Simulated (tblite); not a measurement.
Species: C3H7NO3Si2.
SMILES with atom numbers: `[NH2:1][C:2](=[O:3])[C@@H:4]1[SiH2:5][O:6][SiH2:7][C:8]1=[O:9]` (hydrogens: H10, H11 on N1; H12 on C4; H13, H14 on Si5; H15, H16 on Si7)

A start from a force field or distance geometry was refined with GFN2-xTB geometry optimisation, gas phase (tblite). Values at the start:

| coordinate | start |
| --- | --- |
| N1–C2 | 1.368 Å |
| N1–H10 | 1.024 Å |
| N1–H11 | 1.002 Å |
| C2=O3 | 1.227 Å |
| C2–C4 | 1.507 Å |
| C4–Si5 | 1.937 Å |
| C4–C8 | 1.528 Å |
| C4–H12 | 1.111 Å |
| Si5–O6 | 1.709 Å |
| Si5–H13 | 1.478 Å |
| Si5–H14 | 1.476 Å |
| O6–Si7 | 1.708 Å |
| Si7–C8 | 1.932 Å |
| Si7–H15 | 1.486 Å |
| Si7–H16 | 1.500 Å |
| C8=O9 | 1.216 Å |
| N1–C2–O3 | 119.1° |
| C2–C4–Si5 | 113.4° |
| O3–C2–C4 | 124.4° |
| C4–Si5–O6 | 102.4° |
| C4–C8–Si7 | 113.0° |
| C4–C8–O9 | 126.9° |
| Si5–O6–Si7 | 115.7° |
| Si7–C8–O9 | 120.1° |
| C2–C4–Si5–O6 | -137° |
| C2–C4–C8–Si7 | 134° |
| C4–Si5–O6–Si7 | 6° |
| O6–Si7–C8–O9 | 178° |

How do these coordinates change at the GFN2-xTB level?

| coordinate | GFN2-xTB (Å or °) | change |
| --- | --- | --- |
| O6–Si7 | 1.631 | -0.077 |
| Si5–O6 | 1.656 | -0.053 |
| Si7–H16 | 1.456 | -0.044 |
| Si7–H15 | 1.454 | -0.032 |
| Si5–H13 | 1.451 | -0.027 |
| N1–C2 | 1.343 | -0.025 |
| C4–Si5 | 1.915 | -0.022 |
| Si5–H14 | 1.455 | -0.021 |
| C4–H12 | 1.095 | -0.016 |
| C4–C8 | 1.512 | -0.016 |
| N1–H10 | 1.013 | -0.011 |
| C2=O3 | 1.218 | -0.009 |
| N1–H11 | 1.008 | +0.006 |
| C2–C4 | 1.510 | +0.003 |
| Si7–C8 | 1.934 | +0.002 |
| C8=O9 | 1.215 | -0.001 |
| Si7–C8–O9 | 126.8 | +6.7 |
| Si5–O6–Si7 | 122.2 | +6.5 |
| C4–Si5–O6 | 96.9 | -5.5 |
| O3–C2–C4 | 119.0 | -5.4 |
| N1–C2–O3 | 124.2 | +5.1 |
| C2–C4–Si5 | 109.1 | -4.3 |
| C4–C8–O9 | 123.4 | -3.5 |
| C4–C8–Si7 | 109.7 | -3.3 |
| O6–Si7–C8–O9 | 161 | -17 |
| C2–C4–Si5–O6 | -151 | -14 |
| C2–C4–C8–Si7 | 148 | +14 |
| C4–Si5–O6–Si7 | 13 | +7 |

The energy falls by 0.359 eV over 94 L-BFGS steps, the largest force on an atom goes from 2.02 to 0.007 eV/Å, and the atoms move by 0.242 Å rms after alignment. The bond that changes most is O6–Si7 (siloxane oxygen to oxygen-bound silicon), which shortens by 0.077 Å. Bonds longer at the end by more than 0.005 Å: 1 of 16; shorter: 12. Among the dihedrals that turn most is Si5–C4–C8–O9, from -174° to -153°. Rotational constants go from 1765, 1022, 683.4 to 1880, 1049, 699.6 MHz.

Its GFN2-xTB frequencies are all real (lowest 49 cm⁻¹). The numbers are those of one conformer. 3 starts were optimised and ended at 0.00, 0.01 and 0.14 kcal/mol (GFN2-xTB); the lowest of these is shown.

These are computed values.
